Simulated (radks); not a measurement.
The barium ion Ba+ inside a hard spherical wall (all orbitals vanish at R), configuration held at [Xe] 6s1 and not refilled when levels cross. Method: scalar-relativistic Kohn-Sham, PBE, spin-polarised, spherical densities, point nucleus; open shells are filled with parallel spins first (spin-orbit coupling, left out, can overturn this in heavy ions); computed with a radial shooting solver on a logarithmic mesh with Libxc functionals. Eigenvalues in eV for spin up, with the zero of energy where the potential of the charges vanishes at infinity; a dash marks a level that is unbound or too diffuse for the functional's potential to be trusted. A positive occupied level is held by the wall or, in an anion where self-interaction has pushed it up, behind a barrier. The pressure on the wall is -dE/dV.

R (bohr) = free: E (hartree) -8135.3735; kinetic (hartree) 8588.593; e(4d) -95.387; e(5s) -39.355; e(5p) -24.401; e(6s) -7.866; e(5d, empty) -7.264; e(6p, empty) -5.221; pressure (GPa) 0
R (bohr) = 15: E (hartree) -8135.3735; kinetic (hartree) 8588.593; e(4d) -95.387; e(5s) -39.354; e(5p) -24.401; e(6s) -7.866; e(5d, empty) -7.264; e(6p, empty) -5.220; pressure (GPa) < 0.0001
R (bohr) = 10: E (hartree) -8135.3725; kinetic (hartree) 8588.604; e(4d) -95.328; e(5s) -39.298; e(5p) -24.347; e(6s) -7.812; e(5d, empty) -7.218; e(6p, empty) -5.040; pressure (GPa) 0.0273
R (bohr) = 7: E (hartree) -8135.3482; kinetic (hartree) 8588.749; e(4d) -94.758; e(5s) -38.770; e(5p) -23.848; e(6s) -6.922; e(5d, empty) -6.699; e(6p, empty) -3.242; pressure (GPa) 1.22
R (bohr) = 6: E (hartree) -8135.3039; kinetic (hartree) 8588.957; e(4d) -94.168; e(5s) -38.248; e(5p) -23.362; e(6s) -5.517; e(5d, empty) -6.036; e(6p, empty) -0.887; pressure (GPa) 4.63
R (bohr) = 4: E (hartree) -8134.6814; kinetic (hartree) 8591.709; e(4d) -89.278; e(5s) -34.429; e(5p) -19.512; e(6s) 9.428; e(5d, empty) 0.308; e(6p, empty) 19.444; pressure (GPa) 138
R (bohr) = 3: E (hartree) -8132.2032; kinetic (hartree) 8601.728; e(4d) -77.441; e(5s) -24.696; e(5p) -8.178; e(6s) 49.462; e(5d, empty) 17.454; e(6p, empty) 66.441; pressure (GPa) 1400
R (bohr) = 2.5: E (hartree) -8127.5984; kinetic (hartree) 8618.258; e(4d) -63.794; e(5s) -10.119; e(5p) 9.437; e(6s) 105.02; e(5d, empty) 42.066; e(6p, empty) 127.85; pressure (GPa) 5540
R (bohr) = 2: E (hartree) -8113.7315; kinetic (hartree) 8664.148; e(4d) -37.273; e(5s) 29.566; e(5p) 56.400; e(6s) 234.25; e(5d, empty) 102.00; e(6p, empty) 265.67; pressure (GPa) 28100
R (bohr) = 1.5: E (hartree) -8061.1364; kinetic (hartree) 8824.887; e(4d) 30.140; e(5s) 170.94; e(5p) 213.81; e(6s) 594.91; e(5d, empty) 278.58; e(6p, empty) 637.39; pressure (GPa) 213000
